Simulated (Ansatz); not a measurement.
Cl3FH2O2W, SMILES `[OH][W]([OH])([F])([Cl])([Cl])[Cl]`. Charge 0, multiplicity 1. W: def2 effective core potential.

Cartesian coordinates in Å:
```
O -0.727 0.411 -1.633
W -0.217 -0.083 0.076
O 0.726 -0.414 1.632
F 1.482 0.519 -0.528
Cl -0.718 2.046 0.836
Cl -2.247 -0.803 0.797
Cl 0.256 -2.220 -0.675
H -0.208 0.800 -2.342
H 1.652 -0.256 1.837
```

Problem. List the harmonic frequencies (cm⁻¹, unscaled) at PBE0-D4/def2-TZVP in Ansatz. (Estimate.)

Solution. Ansatz gave: 66, 100, 101, 143, 179, 204, 209, 267, 327, 340, 361, 395, 398, 434, 592, 598, 656, 742, 802, 3885, 3888.

Problem. Is this a minimum?

Solution. Yes, all 21 modes are real.

Problem. Give the ideal-gas thermochemistry at 298.15 K and 1 bar (rigid rotor, harmonic oscillator; point group C2v, symmetry number 2).

Solution. Zero-point energy 87.9 kJ/mol; H(298) − E = 118.1 kJ/mol; entropy 427.9 J/(mol·K), of which translation 181.7, rotation 120.0, vibration 126.2; G(298) − E = -9.5 kJ/mol. Modes under 100 cm⁻¹ are hindered rotations or soft bends, so the harmonic entropy is rough.

Problem. And at 400, 500, 600, 800 and 1000 K?

Solution. 
```json
{"T (K)": "400", "H − E (kJ/mol)": "134.4", "S (J/mol/K)": "474.9", "G − E (kJ/mol)": "-55.6"}
{"T (K)": "500", "H − E (kJ/mol)": "151.5", "S (J/mol/K)": "513.0", "G − E (kJ/mol)": "-105.0"}
{"T (K)": "600", "H − E (kJ/mol)": "169.1", "S (J/mol/K)": "545.2", "G − E (kJ/mol)": "-158.0"}
{"T (K)": "800", "H − E (kJ/mol)": "205.6", "S (J/mol/K)": "597.6", "G − E (kJ/mol)": "-272.5"}
{"T (K)": "1000", "H − E (kJ/mol)": "242.9", "S (J/mol/K)": "639.2", "G − E (kJ/mol)": "-396.3"}
```
